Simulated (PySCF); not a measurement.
Species: 1-bromo-2,2-difluoroethylene, C2HBrF2.
InChI=1S/C2HBrF2/c3-1-2(4)5/h1H

Method: TDDFT PBE0/def2-SVPD, vertical, gas phase, core orbitals frozen in the response (PySCF 2.14.0, density-fitted response routines). Geometry: PBE0-D3(BJ)/def2-SVP; no solvent, vibrations or thermal averaging. Relativistic effects, spin–orbit coupling among them, are left out although an element past zinc is present.

| state | E (eV) | ν̃ (cm⁻¹) | f | symmetry | main configurations (H = HOMO, L = LUMO) |
| --- | --- | --- | --- | --- | --- |
| S1 | 5.43 | 43810 | 0.0009 | – | H→L (98%) |
| S2 | 6.67 | 53810 | 0.0009 | – | H→L+2 (98%) |
| S3 | 6.70 | 54010 | 0.0055 | A′ | H-1→L (96%) |
| S4 | 6.86 | 55360 | 0.260 | A′ | H→L+1 (91%) |
| S5 | 7.15 | 57650 | 0.0000 | – | H-1→L+1 (99%) |
| S6 | 7.52 | 60660 | 0.0006 | – | H→L+3 (94%) |
| S7 | 7.91 | 63840 | 0.024 | A″ | H-2→L (47%), H→L+4 (45%) |
| S8 | 8.06 | 64990 | 0.023 | A″ | H→L+4 (48%), H-2→L (44%) |
| S9 | 8.08 | 65190 | 0.056 | A′ | H-1→L+2 (95%) |
| S10 | 8.16 | 65830 | 0.019 | A′ | H→L+5 (98%) |

Triplets, Tamm–Dancoff:

```tsv
state	E (eV)	λ (nm)	main configurations (H = HOMO, L = LUMO)
T1	4.28	289.4	H→L+1 (91%)
T2	4.83	256.6	H→L (96%)
T3	5.94	208.6	H-1→L (96%)
T4	6.48	191.3	H→L+2 (96%)
```

The lowest singlet lies at 5.43 eV (228 nm, ultraviolet) and is very weak; its leading configuration is HOMO→LUMO (98%). The most intense listed level is S4 at 6.86 eV (181 nm, f = 0.260), 1.43 eV above S1. Löwdin shares by element: HOMO carbon 45%, bromine 39%, fluorine 8% or more; LUMO bromine 63%, carbon 29%, fluorine 4% or more. Orbital energies (eV): HOMO-3 -12.06, HOMO-2 -10.04, HOMO-1 -8.73, HOMO -7.42, LUMO -0.39, LUMO+1 -0.11, LUMO+2 0.54. Weighted by f, the mean energy of these states is 7.23 eV. The listed states span 2.73 eV, and the widest gap between neighbours is 1.24 eV (S1 to S2). The vertical ionisation energy (ΔSCF) is 9.70 eV, 1.54 eV above S10. Symmetry labels in Cs follow from the direction of the transition dipole and are given only for states with f of 0.002 or more. Only the lowest 10 singlets were computed, as vertical energies without vibronic structure.
